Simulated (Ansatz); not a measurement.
```yaml
crystal:
  periodic: [false, false, false]
  atoms:
    - {symbol: S, position_ang: [-1.243712, 0.623166, 2.209679]}
    - {symbol: B, position_ang: [-0.246656, 0.068653, 0.593195]}
    - {symbol: C, position_ang: [0.947586, -0.665137, -0.113460]}
    - {symbol: C, position_ang: [-0.136534, -0.073076, -0.953424]}
    - {symbol: Cl, position_ang: [0.122603, 1.450107, -1.621735]}
    - {symbol: H, position_ang: [-2.099691, 1.047413, 1.381714]}
    - {symbol: H, position_ang: [1.930187, 0.114457, -0.014740]}
    - {symbol: H, position_ang: [1.287492, -1.703122, -0.109685]}
    - {symbol: H, position_ang: [-0.577708, -0.642272, -1.602025]}
basis:
  gaussian: {orbitals: aug-cc-pVTZ}
hamiltonian: {xc: {name: HF}}
correlation: {active_space: {window: {electrons: 6, orbitals: 2}}}
```

```sh
$ ansatz run in.yaml --threads 4 --pin off --events-out ev --progress --plain --max-ram 10444MiB
```

Output, abridged:

```
Functional definition: HF
1877 factors; integrals over basis functions are off by at most 1.1e-3 eV
mean field evaluation 1: about -26112.8234 eV, gradient 3.4e1 eV
mean field evaluation 2: about -26113.0361 eV, gradient 3.4e1 eV
mean field evaluation 4: about -26116.5150 eV, gradient 4.4e0 eV
mean field evaluation 8: about -26116.6047 eV, gradient 3.4e-1 eV
mean field -26116.60551340 eV, -959.7675501464 hartree, gradient 9.2e-6 eV, S^2 0.000000; 0 other end points of the search recorded, 0 dependent functions left out
reference -26116.60551340 eV, -959.7675501464 hartree; 27, 27 occupied and 303, 303 virtual orbitals, 1877 factors
Error: 6 electrons in 2 orbitals form no window around the highest filled level of the reference
```

(1) What is wrong with this run?

## Answers

(1) The active space doesn't fit the electrons. The run stopped with an error.
